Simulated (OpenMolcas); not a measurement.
Mn4+ (d3) among equal point charges was computed by CASSCF with the d shell active (OpenMolcas, ANO-RCC-VDZP on the metal). Its lowest spin-free states, and all those of the highest spin:

```tsv
2S+1	Degeneracy	E (cm-1)
4	1	0.0
4	2	493.9
4	1	2699
4	1	3079
4	2	3553
4	1	19124
2	1	20581
2	2	20906
2	1	21698
2	1	21930
2	2	22458
2	1	22760
4	2	24953
```

**Question.** Is the site octahedral, tetrahedral or cube-like, axial, or of lower symmetry?

**Answer.** The states with 2S+1 = 4 have orbital degeneracies 1, 2, 1, 1, 2, 1, 2. There are pairs but no triples, so the site is axial: not cubic, but with a proper or improper axis of order three or more. The run had Mn4+ among 5 point charges of -1.5 e arranged as a square pyramid (C4v), 1.85 Å from the ion, with the axial distance 2.164 Å.

Spin-orbit coupling mixes the spin-free states strongly: the lowest level takes only 54 % from its leading state, an unlabelled state of the same spin as most of the rest. Without dynamic correlation the repulsion within the d shell is too large (B by tens of per cent), so at a given field states of lower spin stand too high. The ground term spreads over less than 5000 cm-1, several times less than with real ligands, so orbital moments are less quenched and χT lies further from the spin-only value than at real sites. This is an electrostatic model: the charges have no orbitals. An unlabelled pair can be two single states that coincide in this model. No measured value stands beside these numbers.
